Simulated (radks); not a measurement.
Spherical quantum dot in the effective-mass picture: electrons in a hard-walled sphere of radius 8.26, all in effective atomic units (hartree* = m*/eps^2 hartree, bohr* = eps/m* bohr), one dielectric constant everywhere. Calculated with a radial shooting solver with Libxc functionals: non-relativistic Kohn-Sham, LDA (Slater exchange, Perdew-Wang correlation), spin-polarised, spherical densities. Levels are named by radial order and angular momentum (1s, 1p, 1d, 2s, ...), and open shells are averaged over m.

N = 12, configuration 1s2 1p6 1d(up 4, down 0). This is the lowest configuration that the search found. Occupied and some empty levels:

| level | occupation | eigenvalue (hartree*) | <r> (bohr*) |
|---|---|---|---|
| 1s up | 1 | 1.7993 | 5.777 |
| 1s down | 1 | 1.8246 | 5.741 |
| 1p up | 3 | 1.8337 | 5.910 |
| 1p down | 3 | 1.8596 | 5.892 |
| 1d up | 4 | 1.8963 | 6.049 |
| 1d down | 0 | 1.9228 | 6.041 |
| 1f up | 0 | 1.9839 | 6.177 |
| 1f down | 0 | 2.0108 | 6.174 |
| 2s up | 0 | 2.1098 | 3.780 |
| 2s down | 0 | 2.1203 | 3.749 |
| 2p up | 0 | 2.2229 | 4.389 |
| 2p down | 0 | 2.2369 | 4.364 |

Energy (hartree*): total 11.7254, kinetic 2.6631, external 0, Hartree 11.214, exchange-correlation -2.1515.

Electron density:

| r (bohr*) | n(r) (e/bohr*^3) |
|---|---|
| 0.652 | 0.0002400 |
| 1.27 | 0.0003751 |
| 1.88 | 0.0006575 |
| 2.50 | 0.001183 |
| 3.12 | 0.002091 |
| 3.73 | 0.003524 |
| 4.35 | 0.005533 |
| 4.96 | 0.007856 |
| 5.58 | 0.009670 |
| 6.20 | 0.009667 |
| 6.81 | 0.007015 |
| 7.43 | 0.002883 |
| 8.05 | 0.0001988 |
